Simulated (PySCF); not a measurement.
**Assignment exercise: C6H8F2O**

Molfile (atoms numbered from 1):
```
C6H8F2O
     RDKit          3D

 17 16  0  0  0  0  0  0  0  0999 V2000
    2.7011    0.5426   -0.8751 C   0  0  0  0  0  0  0  0  0  0  0  0
    1.4390    0.1316   -0.9318 C   0  0  0  0  0  0  0  0  0  0  0  0
    0.4801    0.2114    0.1584 C   0  0  0  0  0  0  0  0  0  0  0  0
    0.8972    0.7972    1.4716 C   0  0  0  0  0  0  0  0  0  0  0  0
   -0.7592   -0.2445   -0.0419 C   0  0  0  0  0  0  0  0  0  0  0  0
   -1.7346   -0.1839    0.9445 O   0  0  0  0  0  0  0  0  0  0  0  0
   -2.8375   -0.9213    0.7390 C   0  0  0  0  0  0  0  0  0  0  0  0
   -3.8280   -0.4360    1.4993 F   0  0  0  0  0  0  0  0  0  0  0  0
   -2.6598   -2.2114    1.1381 F   0  0  0  0  0  0  0  0  0  0  0  0
    3.1260    0.9847    0.0090 H   0  0  0  0  0  0  0  0  0  0  0  0
    3.3585    0.4473   -1.7218 H   0  0  0  0  0  0  0  0  0  0  0  0
    1.0623   -0.3057   -1.8473 H   0  0  0  0  0  0  0  0  0  0  0  0
    1.2108    1.8310    1.3380 H   0  0  0  0  0  0  0  0  0  0  0  0
    0.0687    0.7666    2.1718 H   0  0  0  0  0  0  0  0  0  0  0  0
    1.7341    0.2362    1.8833 H   0  0  0  0  0  0  0  0  0  0  0  0
   -1.0821   -0.6752   -0.9819 H   0  0  0  0  0  0  0  0  0  0  0  0
   -3.1834   -0.9585   -0.3137 H   0  0  0  0  0  0  0  0  0  0  0  0
  1  2  2  0
  2  3  1  0
  3  4  1  0
  3  5  2  0
  5  6  1  0
  6  7  1  0
  7  8  1  0
  7  9  1  0
  1 10  1  0
  1 11  1  0
  2 12  1  0
  4 13  1  0
  4 14  1  0
  4 15  1  0
  5 16  1  0
  7 17  1  0
M  END
```

- σ from GIAO-PBE0/pcSseg-1
- GFN2-xTB structure
- code: PySCF
- one conformer, no solvent model, no relativistic terms, fast rotation and ring inversion assumed for equivalent nuclei

Referencing at the same level of theory: ¹³C (186.93 ppm), ¹H (31.72 ppm) vs TMS.

(1) Assign these signals to the numbered atoms. ¹³C{¹H} NMR (computed): δ 147.9, 142.2, 128.9, 125.1, 119.4, 11.7.

(2) Assign these signals to the numbered atoms. ¹H NMR (500 MHz, computed): δ 6.58 (m, 1H), 6.44 (m, 1H), 6.40 (m, 1H), 5.51 (m, 1H), 5.43 (m, 1H), 2.03 (s, 3H).

Results:

(1) 
| δ (ppm) | atoms | environment | reason |
| --- | --- | --- | --- |
| 147.9 | C5 | alkene carbon bearing oxygen | an sp2 carbon further deshielded by the attached heteroatom |
| 142.2 | C2 | alkene CH | the olefinic region |
| 128.9 | C3 | β carbon of an enol-ether or enamine type C=C | – |
| 125.1 | C7 | sp3 CH bonded to 2 F and O | 3 electronegative neighbours deshield it |
| 119.4 | C1 | terminal =CH2 carbon | as expected for a trigonal carbon in a double bond |
| 11.7 | C4 | allylic methyl carbon | a saturated carbon with 1 carbon neighbour and no heteroatom attached |

(2) 
6.58 → H17, hydrogen on an sp3 CH bonded to 2 F and O: its carbon carries F and O, hence the downfield position
6.44 → H12, hydrogen on an alkene CH: olefinic region
6.40 → H16, hydrogen on an alkene carbon bearing oxygen: olefinic region
5.51 → H10, hydrogen on a terminal =CH2 carbon: a vinylic proton, deshielded by the sp2 carbon and the C=C anisotropy
5.43 → H11, hydrogen on a terminal =CH2 carbon
2.03 → H13/H14/H15, hydrogen on an allylic methyl carbon: allylic position

H12 and H16; H10 and H11 lie closer than the usual error of such a calculation, so a measured spectrum could show them in the other order.

Splittings by ¹⁹F in the carbon and heteronuclear signals aren't shown, as no couplings were computed. Shifts are as computed. Against solution values, carbons near 30 ppm lie about +3 ppm off and those near 130 ppm about +5 ppm. Of 1211 compounds with measured shifts, 218 miss one by over three times the rms of a fit or turn the order of signals round; such compounds aren't used in these exercises. Multiplicities follow the n + 1 count of equivalent neighbours, as no J values were calculated; m marks all less simple cases, F and P coupling included.
